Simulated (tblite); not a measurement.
Species: C4H4F3P.
Numbering: `[CH3:1][P:2]1[CH:3]=[C:4]1[C:5]([F:6])([F:7])[F:8]` (hydrogens: H9, H10, H11 on C1; H12 on C3)

Computed geometry: GFN2-xTB, gas phase.

What internal coordinates does the optimisation give?

```csv
bond,length (Å)
C1–P2,1.863
P2–C3,1.846
C3=C4,1.313
C4–C5,1.471
"C5–F6, C5–F7, C5–F8",1.345
P2–C4,1.841
"C1–H9, C1–H10, C1–H11",1.089
C3–H12,1.068
```

Bonds in one row agree within 0.01 Å and their mean is given. A selection of angles:
```csv
angle,degrees
P2–C1–H9,109.2
P2–C1–H11,111.8
H9–C1–H10,107.9
H9–C1–H11,109.4
C1–P2–C3,101.1
C1–P2–C4,100.9
C3–P2–C4,41.7
P2–C3–C4,69.0
P2–C3–H12,148.9
C4–C3–H12,142.1
C3–C4–C5,142.7
P2–C4–C3,69.3
P2–C4–C5,148.0
C4–C5–F6,112.3
C4–C5–F8,112.5
F6–C5–F7,106.5
F7–C5–F8,106.4
```

Dihedral angles: C1–P2–C3–C4 -94° (anticlinal); P2–C3–C4–C5 -179° (antiperiplanar); C3–C4–C5–F6 117° (anticlinal); C1–P2–C4–C3 94° (anticlinal). The mirror-image conformer, all signs reversed, is as good.

The 2 C–C bonds span 1.313 Å (C3=C4, drawn double) to 1.471 Å (C4–C5, drawn single), a spread of 0.158 Å. The 3 C–P bonds span 1.841 Å (P2–C4, drawn single) to 1.863 Å (C1–P2, drawn single), a spread of 0.022 Å. The 3-membered ring P2–C3–C4 has internal angles of 41.7° to 69.3°. P2 (phosphine phosphorus) is pyramidal (angles 101.1°, 100.9° and 41.7°, sum 243.8°, 1.13 Å off the plane of its three neighbours). All 3 C–F bonds measure 1.343 to 1.346 Å.

Point group: C1 (no symmetry element, even within 0.4 Å). Its lowest GFN2-xTB frequency is 14 cm⁻¹, too small to tell a flat minimum from a shallow saddle.

The run took 0.45 s of wall time on an Arm Neoverse V1 with one thread, no GPU, shared host with 32 logical CPUs at a one-minute load of 11. These figures are those of the optimisation.
